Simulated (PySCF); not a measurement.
An unknown is described by computed data only.

Elements present: B, Cl, H and N. Monoisotopic mass: 96.9657 u.

- Rotational structure: rotational constants A, B, C: 6.805, 3.079, 2.120 GHz [PBE0-D3(BJ)/def2-SVP]
- 1H NMR: chemical shifts (computed TMS as zero) by class: 3.61 (2 H) ppm [GIAO B3LYP/pcSseg-1]
- UV, strongest line: among the 10 lowest singlet transitions: S3 at 7.87 eV (158 nm, f = 0.205) [TDDFT wB97X-D/def2-SVPD]
- XPS: B1s 198.5, Cl2p3/2 206.4 (×2), N1s 406.1, Cl1s 2829.0 (×2) eV [ΔSCF SCAN, pcX-2 on the ionised atom, pcseg-1 elsewhere, spin-free X2C, 2p3/2 from a spin–orbit splitting computed afterwards within the 2p shell]
- UV, first state: lowest singlet excitation: 7.45 eV (166 nm, f = 0.000) [TDDFT wB97X-D/def2-SVPD]
- NMR, other nuclei: isotropic shieldings of nuclei other than C and H, by class: 61 (1 B), 158 (1 N), 816 (2 Cl) ppm [GIAO B3LYP/pcSseg-1]

Gas-phase values; electronic properties from PySCF, density fitting. Levels stand in brackets. Geometry: PBE0-D3(BJ)/def2-SVP; no solvent, vibrations or thermal averaging. Each NMR value is the plain mean over a class of atoms that symmetry, rotation or inversion makes alike.

Question: Which formula fits the mass and the elements?

Answer: BCl2H2N (calculated 96.9657). No other formula that holds each of these elements comes within 0.0003 u with a fitting electron parity and a possible valence count.

Question: Give a SMILES that accounts for the data.

Answer: All hydrogens form one class (3.61 ppm): hydrogen on nitrogen. The other shieldings belong to: 61 ppm, boron bonded to 2 Cl and N; 158 ppm, nitrogen bonded to B and 2 H; 816 ppm, chlorine bonded to B. The core levels belong to: B1s 198.5 eV, boron bonded to 2 Cl and N; Cl2p3/2 206.4 eV, chlorine bonded to B; N1s 406.1 eV, nitrogen bonded to B and 2 H; Cl1s 2829.0 eV, chlorine bonded to B. The optimised geometry has point group C2v and is an asymmetric top. Structure: BCl2(NH2), `NB(Cl)Cl`. The assignments are read from this structure; whether some other isomer fits the data as well wasn't checked.
